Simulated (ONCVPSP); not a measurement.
Building the ONCV potential for C (LDA (Perdew-Wang 92), non-relativistic).

| Item | Value |
| --- | --- |
| Element | C (Z = 6) |
| Generator | ONCVPSP 4.0.1 |
| Type | optimised norm-conserving Vanderbilt (ONCV) |
| Functional | LDA (Perdew-Wang 92) |
| Relativity | non-relativistic |
| Frozen core | [He] |
| Valence charge | 4 |
| Reference configuration | 2s2 2p2 |
| Partial waves | 2s: rc 1.05 bohr, ncon 3, nbas 6, qcut 6.1 1/bohr, 3 projectors, debl 3.5 Ha; 2p: rc 2.65 bohr, ncon 4, nbas 7, qcut 4.9 1/bohr, 2 projectors, debl 3.6 Ha |
| Local potential | polynomial inside 0.85 bohr (lpopt 5, dvloc0 6 Ha) |
| Core correction | none |

All-electron outer shells of the reference configuration (LDA (PZ), non-relativistic, ld1.x):

```tsv
shell	level (eV)	outermost node (bohr)	outermost maximum (bohr)
1s	-270.69	–	0.18
2s	-13.63	0.38	1.22
2p	-5.42	–	1.19
```

Calculated quality:

| Quantity | Value |
| --- | --- |
| Cutoffs needed | 18 Ha and 67 Ha (the cutoffs (Ha) at which the residual kinetic energy of the hardest occupied pseudo-wave falls to 1 and 0.1 mHa per electron) |
| Ghost test | no bound ghost flagged; GHOST(+) flags only above 600 eV |
| Largest excitation error | +1785 meV (all-electron minus pseudo) for 2s1 2p0, out of 4 test configurations |

Generation and tests took about 3.3 s on one core of a shared server CPU.
